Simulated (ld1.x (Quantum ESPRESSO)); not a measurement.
What one change does to a pseudopotential (H (Z = 1), ultrasoft)

H (Z = 1), ultrasoft, made with ld1.x (Quantum ESPRESSO) 7.5 (LDA (PZ), scalar-relativistic). Core none, reference 1s1. Waves: 1s (bound): rcut 1.20, rcutus 1.30 bohr; 1s channel at 0.2 Ry: rcut 1.20, rcutus 1.30 bohr; 2p channel at 0.05 Ry: rcut 1.20, rcutus 1.35 bohr. Local part: all-electron potential smoothed inside 1.00 bohr (lloc = -1). Core correction: none. Augmentation charge: built from norm-conserving waves at rcut, not smoothed further.

Change: all radii scaled by about 1.20 (s 1.56, p 1.62 bohr, rcut 1.44/1.44); local potential all-electron potential smoothed inside 1.20 bohr (lloc = -1).

Cutoffs: the cutoffs (Ry, on a coarse ladder) from which the occupation-weighted sum of valence levels, in a spherical-Bessel basis at the reference potential, stays within 10 and 1 mRy of its value at 400 Ry; they do not see the model core or the augmentation charge, which bear on the density cutoff. Errors are all-electron minus pseudo energies relative to the spin-unpolarised reference configuration.

Problem. How do hardness, ghosts and transferability respond?

Solution. The potential gets softer (12 Ry and 21 Ry → 10 Ry and 18 Ry); of the 3 tests that both files solve, the error grows in 3 and shrinks in 0 by more than 15 % and 0.3 meV (median size 1.3 → 3.3 meV); neither file shows a bound ghost. A larger radius leaves more room for a smooth pseudo-wave, so fewer plane waves are needed. More of the atom is replaced by a form fitted at one configuration, so other configurations suffer.

| quantity | base | changed |
| --- | --- | --- |
| cutoff, loose | 12 Ry | 10 Ry |
| cutoff, tight | 21 Ry | 18 Ry |
| bound ghosts | none | none |
| error for 1s0.5, meV [ΔE 4.64 eV] | +1.3 | +3.3 |
| error for 1s1 (spin-polarised), meV [ΔE -0.90 eV] | -3.7 | -7.9 |
| error for 1s0.5 (spin-polarised), meV [ΔE 4.26 eV] | -0.9 | -1.6 |
| lowest overlap eigenvalue by channel | s 0.99, p 0.85 | s 0.97, p 0.90 |
